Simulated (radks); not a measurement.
Values are calculated unless marked as measured or tabulated.
Fe12+, configuration [Ne] 3s2 3p2. Level of theory: scalar-relativistic Kohn-Sham, PBEsol, spin-polarised, spherical densities, finite nucleus; open shells are filled with parallel spins first; Fermi nuclear charge, rms radius 3.7377 fm (a radial shooting solver on a logarithmic mesh with Libxc functionals).

Normalised radial functions P(r) = r R(r), r in bohr:

r,2s down,3p up
0.001936,0.1559,0.0011
0.002709,0.2125,0.0020
0.003791,0.2870,0.0038
0.005305,0.3832,0.0071
0.007483,0.5062,0.0135
0.01047,0.6479,0.0250
0.01465,0.7999,0.0458
0.0205,0.9351,0.0824
0.02869,1.0031,0.1439
0.04015,0.9262,0.2412
0.05618,0.6127,0.3814
0.07925,-0.0138,0.5585
0.1109,-0.8591,0.7129
0.1552,-1.6699,0.7390
0.2172,-2.0461,0.4911
0.3039,-1.7478,-0.0989
0.4252,-1.0032,-0.8504
0.595,-0.3510,-1.3128
0.8394,-0.0606,-1.1123
1.175,-0.0044,-0.5209
1.644,-0.0001,-0.1183
2.3,0.0000,-0.0101

2s down: eigenvalue -1158.6 eV, 1 radial node at r = 0.0788 bohr, <r> = 0.265 bohr, 90 % of the charge inside 0.409 bohr. 3p up: eigenvalue -344.18 eV, 1 radial node at r = 0.290 bohr, <r> = 0.699 bohr, 90 % of the charge inside 1.04 bohr.
